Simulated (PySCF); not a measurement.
PySCF input for C₃H₅NOSi, SMILES C=C[SiH2]OC#N, PBE/pcSseg-1. Geometry: PBE-D3(BJ)/def2-SVP. The structure was generated by enumeration, and PubChem lists no compound with its InChIKey, so it may never have been made. One conformer was computed; it need not be the lowest.

```python
import numpy as np
from pyscf import gto, scf, dft
from pyscf.prop.nmr import rks as nmr

mol = gto.M(
    atom='''
    C    -1.17225188   -2.28035894   -0.00000000
    C     0.16079573   -2.07838352   -0.00000000
    Si    0.93877067   -0.39149977    0.00000000
    O    -0.42567597    0.69233143    0.00000000
    C    -0.35772519    1.97966760    0.00000000
    N    -0.33797693    3.15734149   -0.00000000
    H    -1.88524763   -1.43889157    0.00000001
    H    -1.60492684   -3.29519300    0.00000000
    H     0.83614482   -2.95460293   -0.00000000
    H     1.74878729   -0.09795415    1.22790458
    H     1.74878728   -0.09795415   -1.22790458
    ''',
    basis='pcSseg-1',
    charge=0,
    spin=0,
    max_memory=1600,
    verbose=3,
)
mf = dft.RKS(mol, xc='pbe')
mf.grids.level = 3
mf.conv_tol = 1e-10
mf.max_cycle = 100
mf.kernel()
n = nmr.NMR(mf)
n.verbose = 2
n.max_cycle_cphf = 60
sigma = n.kernel()
print('atom   isotropic/ppm   span/ppm')
for i, s in enumerate(sigma):
    w = np.linalg.eigvalsh((s + s.T) / 2)
    print(f'{mol.atom_symbol(i):2s}{i + 1:3d} {w.mean():14.3f} {w[2] - w[0]:11.3f}')
```

Output:

```
converged SCF energy = -536.297814780689
atom   isotropic/ppm   span/ppm
C   1         30.154     261.351
C   2         46.738     217.015
Si  3        335.559     117.841
O   4        279.475     167.533
C   5         67.308     330.766
N   6         76.871     402.322
H   7         24.411       7.889
H   8         24.381       5.850
H   9         25.030       2.066
H  10         25.525       7.117
H  11         25.525       7.117
```

The run converged.

Cost: around 17 core-seconds (rough).
